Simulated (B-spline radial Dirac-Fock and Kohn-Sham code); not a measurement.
ΔSCF core binding energies without Breit or QED terms, calculated with an atomic code on a B-spline grid.

A sound run for niobium as Nb⁴⁺, [Kr] 4d1: The ground state converged in 9 iterations, with total energy -3815.31686 Ha, virial ratio 1.96577 and highest orbital energy -49.69 eV. ΔSCF binding energies: K (1s) 19093.0 eV, L3 (2p3/2) 2432.6 eV, M5 (3d5/2) 261.1 eV.

A second run, with one unsound setting: The ground state converged in 10 iterations, with total energy -5523.58615 Ha, virial ratio 1.18424 and highest orbital energy -42.73 eV. ΔSCF binding energies: K (1s) 9989.7 eV, L3 (2p3/2) 2389.5 eV, M5 (3d5/2) 183.2 eV.

```
iter   energy (Ha)        error
   1    -5474.42875962  1.44e+01
   2    -5511.19214418  1.44e+00
   3    -5523.27956016  5.28e-01
   4    -5523.55970439  2.27e-01
   5    -5523.58316450  3.09e-02
   6    -5523.58560390  9.62e-03
   7    -5523.58614567  7.75e-04
   8    -5523.58614946  3.21e-05
   9    -5523.58614947  2.68e-06
  10    -5523.58614947  1.97e-07
```

Task: Which fault fits the second run best?
A. mesh too coarse
B. speed of light below Z
C. damping too heavy
D. functional not served

Result: B. The input had c_factor = 0.2087: c_factor makes c so small that Zα exceeds 1, so any numbers that come out have no meaning.
